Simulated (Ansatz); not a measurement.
Question: Name a neutral molecule of B, Cl, F, O, Si and H with HOMO–LUMO gap (ωB97M-V/def2-TZVPP) between 12.80 and 13.10 eV and LUMO energy (PBE0/def2-TZVPP) between -0.50 and -0.20 eV (Ansatz, PBE0-D4/def2-TZVP geometry).

Answer: `FB(Cl)O[SiH3]` (13.04 eV, -0.21 eV). Other molecules can fit too; these were computed, each in one conformer that needn't be the lowest.
